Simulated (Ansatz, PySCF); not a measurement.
Species: SeO$_{2}$ (charge -1, doublet). 
Structure (B3LYP-D3(BJ)/def2-TZVP (Ansatz, an electronic-structure program) minimum search):
```xyz
3

O     -1.4187     0.5890     0.0023
Se     0.0118    -0.3024     0.0097
O      1.3685     0.6963    -0.0437
```
Charge -1, spin multiplicity 2.

Total electronic energies in hartree. Correlated levels leave the core frozen unless marked. Open shells are spin-unrestricted. No spin-orbit coupling. Frozen are the shells of the preceding noble gas and the d and f shells that filled before the atom's block. No relativistic terms. CBS marks a two-point X^-3 extrapolation of the correlation energy; Hartree-Fock from the larger set. [CCSD(T)-MP2]/basis is that difference in the basis named. The program attaches cautions to a run behind CCSD(T)/STO-3G: other roots.

| level | program | energy (Eh) |
|---|---|---|
| HF/6-31G* | Ansatz | -2549.18593 |
| HF/cc-pVDZ | Ansatz | -2549.45758 |
| HF-D3(BJ)/def2-TZVPD | PySCF + dftd3 | -2549.61238 |
| BLYP/def2-TZVPD | PySCF | -2552.12084 |
| TPSS/def2-TZVPD | PySCF | … |
| PBE0/STO-3G | Ansatz | -2522.60024 |
| PBE0-D3(BJ)/def2-TZVPD | Ansatz + dftd3 | … |
| r2SCANh-D4/def2-TZVPD | Ansatz + dftd4 | -2551.98243 |
| PW6B95-D3(BJ)/def2-TZVPD | PySCF + dftd3 | -2553.32515 |
| HSE06/def2-TZVPD | Ansatz | … |
| LC-wPBE-D3(BJ)/def2-TZVPD | Ansatz + dftd3 | -2551.65389 |
| B2GP-PLYP-D3(BJ)/def2-TZVPD | Ansatz + dftd3 | -2551.40394 |
| MP2/aug-cc-pVDZ | Ansatz | -2550.07143 |
| MP2/cc-pVDZ | Ansatz | -2549.95616 |
| RI-MP2/aug-cc-pVTZ | Ansatz | -2550.30890 |
| SCS-MP2/cc-pVTZ | Ansatz | -2550.24384 |
| CCSD/aug-cc-pVTZ | Ansatz | -2550.30008 |
| CCSD/cc-pVTZ | Ansatz | -2550.26220 |
| CCSD(T)/STO-3G | Ansatz | -2521.04428 |
| CCSD(T)/6-31G | Ansatz | -2549.39336 |
| CCSD(T)/6-31G* | Ansatz | -2549.70439 |
| CCSD(T)/aug-cc-pVDZ | Ansatz | -2550.09336 |
| RI-MP2/CBS(aug-cc-pVTZ,aug-cc-pVQZ)+[CCSD(T)-MP2]/aug-cc-pVTZ | Ansatz | -2550.4270 |

### Question
Complete the blanks.

### Answer

- TPSS/def2-TZVPD, energy (Eh): -2552.03571
- PBE0-D3(BJ)/def2-TZVPD, energy (Eh): -2551.63551
- HSE06/def2-TZVPD, energy (Eh): -2551.63131
